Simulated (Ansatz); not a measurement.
C$_{3}$H$_{8}$ClGaSi$_{2}$ (`[SiH3][SiH2][C]1=C[CH2][Ga]1[Cl]`). Total charge 0; spin multiplicity 1.

```xyz
15

Si   -0.497    1.744   -2.180
Si   -1.206    1.158   -0.027
C    -0.074   -0.144    0.632
C    -0.326   -1.442    0.907
C     0.851   -2.260    1.398
Ga    1.786   -0.505    1.164
Cl    3.682    0.454    1.366
H    -1.301    2.866   -2.736
H    -0.621    0.574   -3.093
H     0.933    2.157   -2.144
H    -2.620    0.681   -0.070
H    -1.147    2.364    0.845
H    -1.312   -1.902    0.794
H     0.725   -2.659    2.407
H     1.125   -3.085    0.736
```

**Question.** What are the harmonic wavenumbers in cm⁻¹ at PBE0-D4/def2-TZVP (Ansatz, finite differences of forces, unscaled)? (Estimate.)

**Answer.** Computed: 24, 53, 75, 84, 99, 168, 203, 325, 341, 362, 365, 437, 479, 520, 584, 620, 665, 718, 771, 857, 883, 917, 924, 937, 943, 994, 1097, 1100, 1237, 1433, 1585, 2188, 2205, 2210, 2220, 2223, 3071, 3089, 3121.

**Question.** Is this a minimum?

**Answer.** Yes, all 39 modes are real.

**Question.** Give the ideal-gas thermochemistry at 298.15 K and 1 bar (rigid rotor, harmonic oscillator; point group C1, symmetry number 1).

**Answer.** Zero-point energy 240.0 kJ/mol; H(298) − E = 272.0 kJ/mol; entropy 458.2 J/(mol·K), of which translation 175.3, rotation 129.9, vibration 153.1; G(298) − E = 135.4 kJ/mol. Modes under 100 cm⁻¹ are hindered rotations or soft bends, so the harmonic entropy is rough.
